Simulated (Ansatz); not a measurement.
`[CH3][GeH]([F])[SiH2]F` + `C1=NCC1` → `F[SiH2]C1C=NC1` + `[CH3][GeH2][F]`  (formal exchange of groups at the Si–Ge bond)

Isolated molecules relaxed with PBE0-D4/def2-TZVP in Ansatz; ΔE leaves out vibrations. CCSD(T)/CBS is the MP2 limit (def2-TZVPP, def2-QZVPP) plus CCSD(T) − MP2 in def2-TZVPP, frozen cores. Functionals use def2-TZVPP. B3LYP here is the variant with VWN-RPA as its local correlation; programs differ in this. For Ge outer-core shells are correlated without core-valence functions, which leaves a few kJ/mol of doubt a bond. Scalar relativity is left out up to krypton. One conformer a species, not always the lowest.

`[CH3][GeH]([F])[SiH2]F`:

```xyz
11

C     1.074   -0.312   -1.434
Ge    0.139   -0.796    0.198
F     1.387   -1.108    1.393
Si   -1.236    0.934    1.122
F    -0.506    2.346    0.898
H     0.362   -0.167   -2.248
H     1.631    0.613   -1.283
H     1.767   -1.108   -1.707
H    -0.619   -2.134    0.058
H    -1.451    0.744    2.577
H    -2.548    0.988    0.424
```

`C1=NCC1`:

Cartesian coordinates in Å:
```
C -0.567 -0.330 0.942
N -1.096 -0.826 -0.112
C -0.078 -0.151 -0.956
C 0.554 0.444 0.325
H -0.906 -0.483 1.966
H 0.541 -0.857 -1.513
H -0.519 0.567 -1.651
H 1.565 0.107 0.568
H 0.506 1.530 0.430
```

`F[SiH2]C1C=NC1`:

Cartesian coordinates in Å:
```
F 0.346 2.680 -0.691
Si -0.352 1.554 0.209
C 0.583 -0.051 0.056
C 0.415 -0.829 -1.211
N -0.256 -1.829 -0.777
C -0.191 -1.291 0.598
H -1.741 1.371 -0.276
H -0.344 2.026 1.616
H 1.612 0.062 0.413
H 0.723 -0.651 -2.241
H 0.385 -1.927 1.273
H -1.180 -1.115 1.033
```

`[CH3][GeH2][F]`:

Z-matrix (Å, degrees):
```
C
Ge 1 1.936
H 1 1.090 2 109.9
H 1 1.092 2 110.2 3 120.0
H 1 1.090 2 109.9 3 -120.0
F 2 1.748 1 106.4 3 59.8
H 2 1.538 1 113.5 3 175.4
H 2 1.538 1 113.5 3 -55.8
```

CCSD(T)/CBS gives -0.05 eV.

Another level gave -0.04 eV. Which?
A. HF/def2-TZVPP
B. PBE-D4/def2-TZVPP
C. SCS-MP2/def2-TZVPP
D. B3LYP-D4/def2-TZVPP

A. HF/def2-TZVPP -0.04, PBE-D4 0.06, B3LYP-D4 0.01, SCS-MP2/def2-TZVPP -0.10 eV.

Largest T1 diagnostic among the species: 0.012.

From PBE to PBE0 (25 % exact exchange), in def2-TZVPP and without D4, ΔE moves by −0.04 eV.
